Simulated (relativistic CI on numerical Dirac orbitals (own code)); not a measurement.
# In32+: sensitivity of the levels to the model

Base calculation: Dirac-Coulomb-Breit CI, KLI orbitals optimised for each configuration, model QED (radiative potential, 1s self-energy scaled to tabulated hydrogen-like ionisation energies), unscaled Slater integrals.

CI space (outside the closed core [Ne]): 3s²3p⁵, 3s3p⁶, 3s²3p⁴3d, 3s3p⁵3d, 3p⁶3d, 3s3p⁴3d², 3s²3p³3d4p, 3p⁶4s, 3s3p⁴3d4s, 3s²3p⁴4s, 3p⁶4p, 3s²3p⁴4p, 3s²3p³3d², 3s²3p²3d³, 3s3p³3d³, 3s²3p²3d²4s, 3s²3p²3d²4p. Double excitations out of closed p, d and f shells are left out; levels of such configurations are missing from the list, as are those of other unlisted configurations, and high levels can miss mixing partners.

The lowest level and the first level of each name with at least 55 % of one term (blank where a level has no safe partner in the second run):

| Level | Base (cm⁻¹) | Shift (cm⁻¹) |
| --- | --- | --- |
| 3s²3p⁵ ²P°3/2 | 0 | 0 |
| 3s²3p⁵ ²P°1/2 | 393116 | +568 |
| 3s²3p⁴3d ⁴D5/2 | 1114010 | +7553 |
| 3s²3p⁴3d ⁴F9/2 | 1218301 | +2948 |
| 3s²3p⁴3d ⁴D1/2 | 1445072 |  |
| 3s²3p⁴3d ²G7/2 | 1556388 | +434 |
| 3s²3p⁴3d ²G9/2 | 1635029 | +568 |
| 3s3p⁵3d ⁴P°1/2 | 2199339 | +28143 |

At this charge energies of transitions that change n are usually good to better than 1 %, and those within a shell (Δn = 0) to a few per cent.

Task: One thing was changed in a second run, which moved the levels as shown. Which?
A. configuration mixing switched off
B. Breit term removed
C. valence Slater integrals scaled by 0.9
D. QED terms removed

Result: C. Valence Slater integrals scaled by 0.9. Scaling acts on the splittings between terms and on the mixing, and leaves the fine structure of pure LS terms nearly alone; in jj coupling it moves the levels of one term differently.

LS names give the leading component of a level, which can be under half, so a name can repeat, a term be missing and a line seem to break the LS rules.
